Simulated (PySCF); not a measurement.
C3H6BFO2.
SMILES: `F[C@@H]1CCOBO1`

The closed-shell ground state was solved at several levels (PySCF, density fitting, gas phase, non-relativistic). The structure is a single PBE0-D3(BJ)/def2-SVP conformer in the gas phase; no vibrational or solvent corrections.

| level | basis functions | HOMO (eV) | LUMO (eV) | gap (eV) | dipole (D) |
| --- | --- | --- | --- | --- | --- |
| PBE0/aug-cc-pVDZ | 215 | -8.77 | -0.18 | 8.59 | 2.79 |
| PBE0/def2-TZVP | 253 | -8.75 | 0.57 | 9.32 | 2.77 |

(1) Estimate the row for PBE0/6-31+G*, a basis of 138 functions; the other rows only guide the guess.

(2) Over all these levels, which gives the widest orbital gap and which the narrowest?

(3) How much does the basis alone move the frontier levels among the 3 PBE0 rows (the withheld one included)?

(4) How far do the dipole and the HOMO energy spread over the levels?

## Answers

(1) HOMO -8.81 eV, LUMO 0.09 eV, gap 8.90 eV, dipole 2.95 D.

(2) PBE0/def2-TZVP has the widest, 9.32 eV, and PBE0/aug-cc-pVDZ the narrowest, 8.59 eV. From the narrowest to the widest the HOMO moves by +0.02 eV and the LUMO by +0.75 eV.

(3) The HOMO by 0.06 eV and the LUMO by 0.75 eV. By rising basis size (HOMO, LUMO in eV): 6-31+G* -8.81, 0.09; aug-cc-pVDZ -8.77, -0.18; def2-TZVP -8.75, 0.57.

(4) The dipole runs from 2.77 to 2.95 D (mean 2.84 D) and the HOMO from -8.81 to -8.75 eV.
